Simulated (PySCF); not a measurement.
bromine atom (Br), doublet.

The PySCF input:
```python
from pyscf import gto, scf, dft

mol = gto.M(
    atom='''
Br    0.000000    0.000000    0.000000
''',
    basis='cc-pvdz',
    charge=0,
    spin=1,
    verbose=5,
)

mf = dft.UKS(mol)
mf.xc = 'b97m_v'
mf.kernel()
```

**Question.** What does this run give for the HOMO energy, <S^2>, total energy, dipole moment, number of basis functions?

**Answer.** 
```json
{
 "HOMO energy": "-7.64 eV",
 "<S^2>": "0.752",
 "total_energy": "-2573.617140 Ha",
 "dipole_moment": "0.00 D",
 "number_of_basis_functions": "27"
}
```

These values belong to the state on which the SCF converged, which isn't shown to be the lowest.
